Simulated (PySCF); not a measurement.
3-fluorothiophene (C4H3FS), SMILES c1cscc1F.

Coordinates come from a B3LYP-D3(BJ)/def2-SVP optimisation.

Method: PBE0/def2-TZVP run with PySCF.

Gas-phase values at a fixed geometry.

Computed frontier levels, gap, dipole moment and polarisability:
```yaml
highest_occupied_level: -6.95 eV
lowest_empty_level: -0.67 eV
orbital_gap: 6.27 eV
dipole_moment: 1.14 D
quadrupole, principal values (traceless, Buckingham form, about the centre of nuclear charge): -5.00, -3.42, 8.42 D·Å
mean_static_polarisability: 59.6 bohr³ (8.82 Å³)
polarisability_principal_values: 37.4, 67.2, 74.1 bohr³
```
